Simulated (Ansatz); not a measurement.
Reaction (ligand exchange at the Si–S bond): `NC[SiH2]S[SiH3]` + `[SH][SnH3]` → `[SiH3][S][SnH3]` + `NC[SiH2]S`

Gas-phase electronic energies from Ansatz, PBE0-D4/def2-TZVP geometries. CBS: MP2 limit from def2 TZ/QZ plus the TZ coupled-cluster correction, frozen cores. Elements past krypton have def2 core potentials. For Sn outer-core shells are correlated without core-valence functions, which leaves a few kJ/mol of doubt a bond. Each species was taken in one conformer, which may not be the lowest.

```csv
species,HF/def2-TZVPP energy (Eh)
`NC[SiH2]S[SiH3]`,-1073.07069
`[SH][SnH3]`,-613.22795
`[SiH3][S][SnH3]`,-903.35972
`NC[SiH2]S`,-782.94161
```

Q: Work out ΔE.

A: ΔE = (-903.35972) + (-782.94161) − (-1073.07069) − (-613.22795) = -0.00269 Eh = -1.7 kcal/mol. CCSD(T)/CBS gives -0.6 kcal/mol.

Largest T1 diagnostic among the species: 0.013.

The D4 term adds +0.9 kcal/mol with B3LYP and +0.6 kcal/mol with PBE0; it sums over pairs of atoms, weighted by their polarisabilities, and B3LYP, whose exchange is more repulsive, gets the larger term. In def2-TZVPP, CCSD(T) changes the Hartree–Fock value by +1.4 kcal/mol (the triples alone add +0.3 kcal/mol) and MP2 by +1.3 kcal/mol.

B3LYP here is the variant with VWN-RPA as its local correlation; programs differ in this.
